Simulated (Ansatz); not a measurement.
GeH₆OSSi (`O[SiH2][S][GeH3]`), relaxed with RKS PBE0-D4/def2-TZVP in Ansatz from a PBE-D4/def2-SVP geometry. The force threshold is 0.005 eV/Å; the program also tests the step.

Total charge 0; spin multiplicity 1.

Start:

```xyz
10

O     1.850   -1.290   -0.889
Si    1.476    0.234   -0.297
S     0.348    0.215    1.550
Ge   -1.717    0.210    0.649
H     1.086   -1.857   -1.096
H     0.689    1.036   -1.304
H     2.797    0.865    0.005
H    -2.685   -0.148    1.802
H    -2.050    1.602    0.052
H    -1.794   -0.866   -0.471
```

Question: How much energy does the relaxation release, and in how many steps? (Estimate.)

Answer: Computed: 0.05 eV, in 16 steps, 1 of them rejected.

Question: Which bonds change most? (An estimate is asked.)

Answer: Computed: O1–Si2 from 1.677 to 1.641 Å; Si2–S3 from 2.165 to 2.132 Å; S3–Ge4 from 2.253 to 2.227 Å; Si2–H6 from 1.509 to 1.488 Å.

Question: Give the relaxed structure. (Estimate.)

Answer: The calculation gave: 
```xyz
10

O     1.871   -1.250   -0.899
Si    1.447    0.221   -0.309
S     0.339    0.113    1.509
Ge   -1.706    0.226    0.636
H     1.185   -1.914   -0.982
H     0.620    0.972   -1.292
H     2.723    0.914   -0.035
H    -2.668   -0.146    1.771
H    -1.983    1.645    0.122
H    -1.829   -0.781   -0.521
```
